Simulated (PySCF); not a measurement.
A GIAO shielding run with PySCF 2.14.0 with density-fitted response routines (density fitting, non-relativistic, gas phase) on `C1C=C([SiH3])C[P@@H]1=S`, C₄H₉PSSi:

```
$ OMP_NUM_THREADS=1 python probes_run.py task.json out

{"job": {"kind": "nmr", "xc": "PBE0", "basis": "pcSseg-1"}, "charge": 0, "multiplicity": 1}
Si     2.522547    -0.225779    -0.223673
C      0.646700    -0.177764    -0.076205
C     -0.209005    -0.955450    -0.733774
C     -1.673628    -0.776118    -0.471507
P     -1.747106     0.880453     0.339240
S     -3.146617     1.275577     1.606871
C      0.015089     0.799952     0.877938
H      2.884714    -1.261259    -1.187749
H      2.973319     1.093003    -0.673914
H      3.077497    -0.511105     1.100579
H      0.106826    -1.712588    -1.434535
H     -2.286116    -0.829554    -1.374679
H     -2.053239    -1.525347     0.234253
H     -1.658396     1.731103    -0.772692
H      0.042666     0.423801     1.907541
H      0.497150     1.780022     0.870895
```

Hardware: 1 thread of an Arm Neoverse V2, shared host. The job also computes population analyses, field gradients, ring-centre shieldings.

(1) How large is the calculation?

(2) How long does it take, and how much memory does it need?

Results:

(1) 78 electrons, 185 basis functions and 1029 auxiliary functions.

(2) 28 s of wall time, with 14 SCF cycles and 5 response iterations; peak memory 0.84 GiB. Times on a shared host scatter by some tens of per cent.
